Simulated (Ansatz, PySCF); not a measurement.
Molecule: NH, net charge 1, doublet state. 
Coordinates optimised at B3LYP-D3(BJ)/def2-TZVP (Ansatz, an electronic-structure program):
```xyz
2

N      0.0000     0.0000    -0.1353
H      0.0000     0.0000     0.9473
```
Charge +1, spin multiplicity 2.

Total electronic energies in hartree. Cores are frozen in the correlated levels unless marked. Open shells are spin-unrestricted. Spin-orbit coupling is left out. No relativistic terms. Basis-set limits of correlation are two-point, X^-3; Hartree-Fock from the larger set (for Q and 5 zeta extrapolated as (X+1)exp(-9√X)).

The UHF reference is spin-contaminated (<S^2> 0.50 over the pure value in the largest basis). The T1 diagnostic of CCSD in the largest basis is 0.111, which is high, so the coupled-cluster rows are less sure than usual.

```json
[
 {"level": "HF/aug-cc-pVTZ", "program": "Ansatz", "energy (Eh)": "-54.51837"},
 {"level": "M06-L-D4/def2-TZVPD", "program": "PySCF + dftd4", "energy (Eh)": "-54.73522"},
 {"level": "PBE0/6-31G*", "program": "Ansatz", "energy (Eh)": "-54.65700"},
 {"level": "TPSSh-D4/def2-TZVPD", "program": "PySCF + dftd4", "energy (Eh)": "-54.74958"},
 {"level": "LC-wPBE/def2-TZVPD", "program": "Ansatz", "energy (Eh)": "-54.70283"},
 {"level": "B2GP-PLYP-D3(BJ)/def2-TZVPD", "program": "Ansatz + dftd3", "energy (Eh)": "-54.69380"},
 {"level": "MP2/cc-pVTZ", "program": "Ansatz", "energy (Eh)": "-54.61772"},
 {"level": "MP2/def2-QZVPPD", "program": "Ansatz", "energy (Eh)": "-54.62957"},
 {"level": "CCSD(T)/CBS(cc-pVQZ,cc-pV5Z)", "program": "Ansatz", "energy (Eh)": "-54.6666"}
]
```

Totals of different functionals don't rank their quality; only differences between species are comparable.
